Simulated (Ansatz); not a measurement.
The multiplicity is imposed and other spin states were not computed.

Z-matrix (Å, degrees):
```
Ag
O 1 1.9642
H 2 0.9680 1 109.46
C 1 2.1927 2 161.39 3 99.85
C 4 1.3786 1 71.68 2 169.69
H 4 1.0954 5 121.13 1 -97.03
H 5 1.0954 4 121.13 6 0.01
H 4 1.0956 6 116.35 5 167.06
H 5 1.0956 7 116.35 4 -167.10
```
Charge 0, spin multiplicity 1.

Level of theory: Ansatz (an electronic-structure program) with frozen-core CCSD(T)/def2-TZVPP // r2SCAN-D4/def2-SVP.

```
Quantity                       Result
----------------------  -------------
HF energy               -299.63667 Ha
MP2 correlation energy    -1.31032 Ha
```

Question: Estimate the CCSD correlation energy, the (T) correction, the total energy and the T1 diagnostic.

Answer: 
- CCSD correlation energy = -1.28249 Ha
- (T) correction = -0.05069 Ha
- CCSD(T) total energy = -300.96984 Ha
- T1 diagnostic = 0.018
